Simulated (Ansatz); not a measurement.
Consider the formal exchange of groups at a Ga–F bond: `C[S][Ga]([F])[F]` + CH₄ → `C[S][Ga]([CH3])[F]` + H–F.

Isolated molecules relaxed with PBE0-D4/def2-TZVP in Ansatz; ΔE leaves out vibrations. CBS: MP2 limit from def2 TZ/QZ plus the TZ coupled-cluster correction, frozen cores. This one scheme is used for every species. DFT in def2-TZVPP. For Ga outer-core shells are correlated without core-valence functions, which leaves a few kJ/mol of doubt a bond. Scalar relativity is left out up to krypton. Each species was taken in one conformer, which may not be the lowest.

```csv
level,ΔE (eV)
PBE0,0.88
RPA@PBE/def2-TZVPP,0.88
CCSD(T)/def2-SVP,1.13
HF/CBS(def2),1.16
```

(1) What does CCSD(T)/CBS give? (An estimate is asked.)

Largest T1 diagnostic among the species: 0.014.

## Answers

(1) Computed: +0.80 eV. The listed levels differ from it by 0.08, 0.08, 0.33, 0.36 eV.

In def2-TZVPP, CCSD(T) changes the Hartree–Fock value by −0.25 eV (the triples alone add −0.02 eV) and MP2 by −0.27 eV. Leaving LDA and LC-ωPBE aside and taking each functional with its dispersion term where it has one, the values, not all of them listed here, spread over 0.20 eV, from PBE0-D4 to B97M-V. LDA lies −0.11 eV from PBE without D4.
